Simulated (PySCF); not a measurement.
# From a computed spectrum to the compound

A species of 5 atoms with charge 1 has these harmonic modes (PBE0, small Gaussian bases with core potentials, PySCF 2.14.0):

```
cm⁻¹  km/mol  symmetry
  73     0.4         a
  98     0.2         a
 204    63.8         b
 335     6.7         a
 353    21.7         b
 397    78.6         b
 414     4.7         a
2662     0.1         a
2662    34.4         b
```

Problem. Which species is it, and in which structure?

Solution. [Ho(SH)2]+ (singlet in the valence; each metal's 4f electrons, 10 of them, lie in its core potential, out of spins and levels):
```xyz
5

Ho    0.0000    0.0000   -0.4506
S     1.8670   -0.0972    1.1548
H     2.8586   -0.2229    0.2339
S    -1.8670    0.0972    1.1548
H    -2.8586    0.2229    0.2339
```
Ideal gas at 298.15 K and 1 bar: S = 358.3 J/(mol K), Cp = 82.8 J/(mol K), H − H(0 K) = 18.9 kJ/mol (rigid rotor, harmonic modes, spin degeneracy alone, that of the 4f electrons in the core included). An lcecp potential fixes the number of 4f electrons, so in runs with it no electron can move into or out of that shell.
 The answer isn't unique; the calculation gave this one.
